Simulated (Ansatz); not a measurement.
Species: CH3Cd, charge 0, doublet. CH3Cd (parent SMILES [CH3][Cd], doublet).
B3LYP-D3(BJ)/def2-TZVP minimum from Ansatz (a program for electronic structure):
```xyz
5

Cd    -0.2672    -0.1624    -0.2208
C      1.3565     0.8246     1.1208
H      1.8611     0.0049     1.6242
H      0.8183     1.4743     1.8051
H      2.0072     1.3699     0.4431
```
Charge 0, spin multiplicity 2.

Total energies in def2-SVP, 19 correlated electrons, 5 frozen orbitals. Radicals and triplets start from unrestricted determinants; spin-orbit coupling is neglected. Cores are frozen in correlated methods (noble-gas shells, and filled d and f shells in the p block). Past Kr the def2 sets carry scalar-relativistic core potentials. The UHF reference of CH3Cd (parent SMILES [CH3][Cd], doublet) is spin-contaminated (<S^2> up to 0.06 over the pure value in the sets run). The spin of CH3Cd (parent SMILES [CH3][Cd], doublet) was assumed, and the state is the lowest solution found for it.

```tsv
method	program	energy (Eh)	minus CCSDT(Q) (mEh)
HF	Ansatz	-206.37651	441.93
MP2	Ansatz	-206.79597	22.47
CCSD	Ansatz	-206.80751	10.93
CCSD(T)	Ansatz	-206.81760	0.84
CCSDT(Q)	Ansatz	-206.81844	0.00
```

Rough core times of Ansatz's runs on a shared machine: CCSD(T) under 20 s, CCSDT(Q) 6 min.
